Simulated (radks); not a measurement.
Ionisation of the manganese ion Mn3+, [Ar] 3d4, to [Ar] 3d3 as the strength of local exchange is varied. Calculated with a radial shooting solver on a logarithmic mesh with Libxc functionals: scalar-relativistic Kohn-Sham, Slater X-alpha exchange (alpha = 2/3 is LDA exchange), no correlation, spin-polarised, spherical densities, point nucleus; open shells are filled with parallel spins first.

alpha	E(Mn3+) (hartree)	exchange (hartree)	IE (eV)	-e of the level emptied (eV)	<r> of it (bohr)
0.56	-1144.76162	-39.20948	48.057	38.850 (3d)	1.069
0.667	-1152.28077	-46.98576	51.105	41.674 (3d)	1.039
0.789	-1160.90965	-55.96225	54.720	45.047 (3d)	1.009
0.899	-1168.74044	-64.15588	58.104	48.225 (3d)	0.9831
0.966	-1173.53358	-69.19290	60.222	50.223 (3d)	0.9685
1.049	-1179.49593	-75.48129	62.906	52.763 (3d)	0.9513

NIST Atomic Spectra Database: 51.2 +/- 0.12 eV (semi-empirical). The Delta-SCF value meets it near alpha = 0.67. Open shells are spherical and high-spin; term and fine-structure splittings are not resolved.
